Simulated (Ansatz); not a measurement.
Ansatz (a program for electronic structure) input (B3LYP-D3(BJ)/def2-TZVP):

Ansatz 0.2 input:
```yaml
crystal:
  periodic: [false, false, false]
  atoms:
    - {symbol: F, position_ang: [-0.92925186, 1.15465576, -0.28867094]}
    - {symbol: C, position_ang: [-0.47716006, 0.04464233, 0.31775044]}
    - {symbol: F, position_ang: [-1.09408911, -1.01463247, -0.23142999]}
    - {symbol: Cl, position_ang: [1.28023052, -0.09512174, 0.08181567]}
    - {symbol: H, position_ang: [-0.69088967, 0.08900590, 1.38353929]}
basis:
  gaussian:
    orbitals: def2-TZVP
hamiltonian:
  xc: b3lyp
  dispersion: d3bj
phonons: {temperatures: {t_min: 298.15, t_max: 298.15, t_step: 100}}
```

Output:

```
Functional definition: B3LYP
integrals: 0.05 GiB planned
799 factors; their error is unknown
mean field: 0.45 GiB planned
mean field evaluation 1: about -19011.8599 eV, gradient 3.2e1 eV
mean field evaluation 2: about -19010.6148 eV, gradient 4.5e1 eV
mean field evaluation 4: about -19013.1741 eV, gradient 1.1e0 eV
mean field evaluation 8: about -19013.1742 eV, gradient 1.3e-2 eV
mean field evaluation 16: about -19013.2156 eV, gradient 1.1e-5 eV
mean field -19013.21556242 eV, -698.7227842986 hartree, gradient 1.1e-5 eV, S^2 0.000000; 0 other end points of the search recorded, 0 dependent functions left out
the calculation of the forces begins
reference -19013.21574813 eV, -698.7227911233 hartree; 21, 21 occupied and 115, 115 virtual orbitals, 799 factors
these checks for a lower state are left out or cut short: stability, starts, cluster_reference, orbital_swaps, neighbouring_geometries, increment
integrals: 0.05 GiB planned
799 factors; their error is unknown
mean field: 0.45 GiB planned
mean field -19013.21552082 eV, -698.7227827696 hartree, gradient 1.4e-6 eV, S^2 0.000000; 0 other end points of the search recorded, 0 dependent functions left out
the calculation of the forces begins
reference -19013.21570653 eV, -698.7227895945 hartree; 21, 21 occupied and 115, 115 virtual orbitals, 799 factors
these checks for a lower state are left out or cut short: stability, starts, cluster_reference, orbital_swaps, neighbouring_geometries, increment
integrals: 0.05 GiB planned
799 factors; their error is unknown
mean field: 0.45 GiB planned
mean field evaluation 32: about -19013.2155 eV, gradient 1.4e-6 eV
mean field -19013.21554334 eV, -698.7227835972 hartree, gradient 1.4e-6 eV, S^2 0.000000; 0 other end points of the search recorded, 0 dependent functions left out
the calculation of the forces begins
reference -19013.21572904 eV, -698.7227904219 hartree; 21, 21 occupied and 115, 115 virtual orbitals, 799 factors
these checks for a lower state are left out or cut short: stability, starts, cluster_reference, orbital_swaps, neighbouring_geometries, increment
integrals: 0.05 GiB planned
799 factors; their error is unknown
mean field: 0.45 GiB planned
mean field -19013.21548626 eV, -698.7227814996 hartree, gradient 1.4e-6 eV, S^2 0.000000; 0 other end points of the search recorded, 0 dependent functions left out
the calculation of the forces begins
reference -19013.21567195 eV, -698.7227883238 hartree; 21, 21 occupied and 115, 115 virtual orbitals, 799 factors
these checks for a lower state are left out or cut short: stability, starts, cluster_reference, orbital_swaps, neighbouring_geometries, increment
integrals: 0.05 GiB planned
799 factors; their error is unknown
mean field: 0.46 GiB planned
mean field -19013.21546498 eV, -698.7227807176 hartree, gradient 1.4e-6 eV, S^2 0.000000; 0 other end points of the search recorded, 0 dependent functions left out
the calculation of the forces begins
reference -19013.21565070 eV, -698.7227875430 hartree; 21, 21 occupied and 115, 115 virtual orbitals, 799 factors
these checks for a lower state are left out or cut short: stability, starts, cluster_reference, orbital_swaps, neighbouring_geometries, increment
integrals: 0.05 GiB planned
799 factors; their error is unknown
mean field: 0.45 GiB planned
mean field -19013.21552053 eV, -698.7227827591 hartree, gradient 1.4e-6 eV, S^2 0.000000; 0 other end points of the search recorded, 0 dependent functions left out
the calculation of the forces begins
reference -19013.21570627 eV, -698.7227895848 hartree; 21, 21 occupied and 115, 115 virtual orbitals, 799 factors
these checks for a lower state are left out or cut short: stability, starts, cluster_reference, orbital_swaps, neighbouring_geometries, increment
integrals: 0.05 GiB planned
799 factors; their error is unknown
mean field: 0.45 GiB planned
mean field -19013.21552661 eV, -698.7227829827 hartree, gradient 1.4e-6 eV, S^2 0.000000; 0 other end points of the search recorded, 0 dependent functions left out
the calculation of the forces begins
reference -19013.21571230 eV, -698.7227898065 hartree; 21, 21 occupied and 115, 115 virtual orbitals, 799 factors
these checks for a lower state are left out or cut short: stability, starts, cluster_reference, orbital_swaps, neighbouring_geometries, increment
integrals: 0.05 GiB planned
799 factors; their error is unknown
mean field: 0.45 GiB planned
mean field evaluation 64: about -19013.2155 eV, gradient 8.1e-5 eV
mean field -19013.21545379 eV, -698.7227803063 hartree, gradient 1.4e-6 eV, S^2 0.000000; 0 other end points of the search recorded, 0 dependent functions left out
the calculation of the forces begins
reference -19013.21563946 eV, -698.7227871299 hartree; 21, 21 occupied and 115, 115 virtual orbitals, 799 factors
these checks for a lower state are left out or cut short: stability, starts, cluster_reference, orbital_swaps, neighbouring_geometries, increment
integrals: 0.05 GiB planned
799 factors; their error is unknown
mean field: 0.45 GiB planned
mean field -19013.21545807 eV, -698.7227804639 hartree, gradient 1.4e-6 eV, S^2 0.000000; 0 other end points of the search recorded, 0 dependent functions left out
the calculation of the forces begins
reference -19013.21564382 eV, -698.7227872898 hartree; 21, 21 occupied and 115, 115 virtual orbitals, 799 factors
these checks for a lower state are left out or cut short: stability, starts, cluster_reference, orbital_swaps, neighbouring_geometries, increment
integrals: 0.05 GiB planned
799 factors; their error is unknown
mean field: 0.46 GiB planned
mean field -19013.21539773 eV, -698.7227782462 hartree, gradient 1.4e-6 eV, S^2 0.000000; 0 other end points of the search recorded, 0 dependent functions left out
the calculation of the forces begins
reference -19013.21558336 eV, -698.7227850682 hartree; 21, 21 occupied and 115, 115 virtual orbitals, 799 factors
these checks for a lower state are left out or cut short: stability, starts, cluster_reference, orbital_swaps, neighbouring_geometries, increment
integrals: 0.05 GiB planned
799 factors; their error is unknown
mean field: 0.45 GiB planned
mean field -19013.21539573 eV, -698.7227781729 hartree, gradient 1.4e-6 eV, S^2 0.000000; 0 other end points of the search recorded, 0 dependent functions left out
the calculation of the forces begins
reference -19013.21558152 eV, -698.7227850004 hartree; 21, 21 occupied and 115, 115 virtual orbitals, 799 factors
these checks for a lower state are left out or cut short: stability, starts, cluster_reference, orbital_swaps, neighbouring_geometries, increment
integrals: 0.05 GiB planned
799 factors; their error is unknown
mean field: 0.45 GiB planned
mean field evaluation 96: about -19013.2155 eV, gradient 1.4e-6 eV
mean field -19013.21553449 eV, -698.7227832721 hartree, gradient 1.4e-6 eV, S^2 0.000000; 0 other end points of the search recorded, 0 dependent functions left out
the calculation of the forces begins
reference -19013.21572024 eV, -698.7227900985 hartree; 21, 21 occupied and 115, 115 virtual orbitals, 799 factors
these checks for a lower state are left out or cut short: stability, starts, cluster_reference, orbital_swaps, neighbouring_geometries, increment
integrals: 0.05 GiB planned
799 factors; their error is unknown
mean field: 0.45 GiB planned
mean field -19013.21546983 eV, -698.7227808959 hartree, gradient 1.4e-6 eV, S^2 0.000000; 0 other end points of the search recorded, 0 dependent functions left out
the calculation of the forces begins
reference -19013.21565549 eV, -698.7227877190 hartree; 21, 21 occupied and 115, 115 virtual orbitals, 799 factors
these checks for a lower state are left out or cut short: stability, starts, cluster_reference, orbital_swaps, neighbouring_geometries, increment
integrals: 0.05 GiB planned
799 factors; their error is unknown
mean field: 0.46 GiB planned
mean field -19013.21555154 eV, -698.7227838987 hartree, gradient 1.4e-6 eV, S^2 0.000000; 0 other end points of the search recorded, 0 dependent functions left out
the calculation of the forces begins
reference -19013.21573725 eV, -698.7227907235 hartree; 21, 21 occupied and 115, 115 virtual orbitals, 799 factors
these checks for a lower state are left out or cut short: stability, starts, cluster_reference, orbital_swaps, neighbouring_geometries, increment
integrals: 0.05 GiB planned
799 factors; their error is unknown
mean field: 0.45 GiB planned
mean field -19013.21555318 eV, -698.7227839589 hartree, gradient 1.4e-6 eV, S^2 0.000000; 0 other end points of the search recorded, 0 dependent functions left out
the calculation of the forces begins
reference -19013.21573889 eV, -698.7227907836 hartree; 21, 21 occupied and 115, 115 virtual orbitals, 799 factors
these checks for a lower state are left out or cut short: stability, starts, cluster_reference, orbital_swaps, neighbouring_geometries, increment
integrals: 0.05 GiB planned
799 factors; their error is unknown
mean field: 0.45 GiB planned
mean field evaluation 128: about -19013.2155 eV, gradient 1.4e-6 eV
mean field -19013.21553513 eV, -698.7227832956 hartree, gradient 1.4e-6 eV, S^2 0.000000; 0 other end points of the search recorded, 0 dependent functions left out
the calculation of the forces begins
reference -19013.21572082 eV, -698.7227901196 hartree; 21, 21 occupied and 115, 115 virtual orbitals, 799 factors
these checks for a lower state are left out or cut short: stability, starts, cluster_reference, orbital_swaps, neighbouring_geometries, increment
integrals: 0.05 GiB planned
799 factors; their error is unknown
mean field: 0.45 GiB planned
mean field -19013.21554745 eV, -698.7227837484 hartree, gradient 1.4e-6 eV, S^2 0.000000; 0 other end points of the search recorded, 0 dependent functions left out
the calculation of the forces begins
reference -19013.21573318 eV, -698.7227905739 hartree; 21, 21 occupied and 115, 115 virtual orbitals, 799 factors
these checks for a lower state are left out or cut short: stability, starts, cluster_reference, orbital_swaps, neighbouring_geometries, increment
integrals: 0.05 GiB planned
799 factors; their error is unknown
mean field: 0.45 GiB planned
mean field -19013.21550574 eV, -698.7227822154 hartree, gradient 1.4e-6 eV, S^2 0.000000; 0 other end points of the search recorded, 0 dependent functions left out
the calculation of the forces begins
reference -19013.21569149 eV, -698.7227890416 hartree; 21, 21 occupied and 115, 115 virtual orbitals, 799 factors
these checks for a lower state are left out or cut short: stability, starts, cluster_reference, orbital_swaps, neighbouring_geometries, increment
integrals: 0.05 GiB planned
799 factors; their error is unknown
mean field: 0.45 GiB planned
mean field -19013.21549754 eV, -698.7227819143 hartree, gradient 1.4e-6 eV, S^2 0.000000; 0 other end points of the search recorded, 0 dependent functions left out
the calculation of the forces begins
reference -19013.21568321 eV, -698.7227887376 hartree; 21, 21 occupied and 115, 115 virtual orbitals, 799 factors
Total energy: -19013.33737769 eV, -698.7272609270 hartree
Atom 0 at    -0.929252     1.154656    -0.288671 Å, force    -0.000011    -0.000052     0.000148 eV/Å
Atom 1 at    -0.477160     0.044642     0.317750 Å, force    -0.000005    -0.000003    -0.000114 eV/Å
Atom 2 at    -1.094089    -1.014632    -0.231430 Å, force    -0.000002     0.000060     0.000145 eV/Å
Atom 3 at     1.280231    -0.095122     0.081816 Å, force     0.000066    -0.000004     0.000030 eV/Å
Atom 4 at    -0.690890     0.089006     1.383539 Å, force    -0.000048    -0.000002    -0.000209 eV/Å
Dipole moment:    -0.030319     0.010186     0.298717 e Å
Vibrations: 360.56 401.78 592.18 784.41 1102.70 1116.48 1320.16 1368.29 3129.21 cm⁻¹, zero-point energy 0.630818 eV
```
